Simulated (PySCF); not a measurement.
RhO₄⁻, triplet: molecular constants

All numbers come from PySCF, UPBE, basis Rh def2-SVPD with ECP28, O def2-SVPD (scalar-relativistic core potentials, no spin–orbit coupling, density fitting).

The structure is a minimum.

```xyz
5
charge -1 multiplicity 3, angstrom
Rh    0.0000    0.0000    0.0000
O     1.0210    1.0210    1.0210
O    -1.0210   -1.0210    1.0210
O    -1.0210    1.0210   -1.0210
O     1.0210   -1.0210   -1.0210
```

```json
{
 "Point group": "Td",
 "Bond lengths": "Rh–O 1.768 Å (×4)",
 "Bond angles": "O–Rh–O 109.5° (×6)",
 "Rotational symmetry number": "12",
 "Dipole moment about the centre of mass": "0.00 D",
 "Zero-point energy": "25.8 kJ/mol",
 "Principal polarisabilities": "68.7, 68.7, 68.7 bohr³",
 "Heat capacity Cp at 298.15 K": "82.0 J/(mol K)",
 "Enthalpy at 298.15 K above 0 K": "17.40 kJ/mol",
 "Principal quadrupole moments (Buckingham, traceless) about the centre of mass": "0.00, 0.00, 0.00 D Å",
 "Rotational constants": "0.1264, 0.1264, 0.1264 cm⁻¹",
 "Lowest empty level (β)": "0.07 eV",
 "Highest occupied level (α)": "-0.74 eV",
 "Spin squared ⟨S²⟩": "2.008",
 "Entropy at 298.15 K and 1 bar (electronic part: spin only)": "312.4 J/(mol K)"
}
```

Harmonic modes (masses in u: Rh 102.906, O 15.995):
```tsv
symmetry	ω (cm⁻¹)	IR (km/mol, summed over degenerate members)
t2	229	49.5
e	254	0.0
t2	776	430
a1	784	0.0
```

In Td the vibrations span 2t2 + e + a1. The a1, e modes carry no infrared intensity, as symmetry demands.

Charges (e); Mulliken and Löwdin values are unreliable with diffuse functions:
```tsv
atom	Mulliken	Löwdin	polar tensor	spin (Mulliken)	Mayer order to Rh1
Rh1	2.30	0.88	1.56	0.68	–
O2,3,4,5	-0.82	-0.47	-0.64	0.33	0.96
```

Mulliken populations on Rh1 (electrons outside its core potential): s 2.02, p 5.94, d 6.72, f 0.03.

Outer orbital energies (eV). α occupied: -3.49, -3.49, -3.49, -2.59, -2.59, -2.59, -0.74, -0.74; empty: 1.01, 1.01, 1.01, 3.50. β occupied: -6.14, -4.43, -3.05, -3.05, -3.05, -1.97, -1.97, -1.97; empty: 0.07, 0.07, 1.35, 1.35.

Formally Rh is in oxidation state +7, d2, with 2 unpaired electrons (the high-spin count). The Mulliken spin on Rh is 0.68, so most of the spin sits on the ligands and the formal count fails. The polar-tensor charge on Rh, 1.56, is far below the formal one.

Other isomers or separated fragments may lie lower. With open d or f shells other occupations or spin states may lie lower. The lowest empty level of this anion is unbound, so it and the gap depend on the basis.

The final relaxation and frequency run took 45 s on 4 threads of a shared Arm Neoverse N1 host, with 126 basis functions and 6 gradients; the process peaked at 1.5 GiB. Launch command: `OMP_NUM_THREADS=4 python axn.py task.json out`.
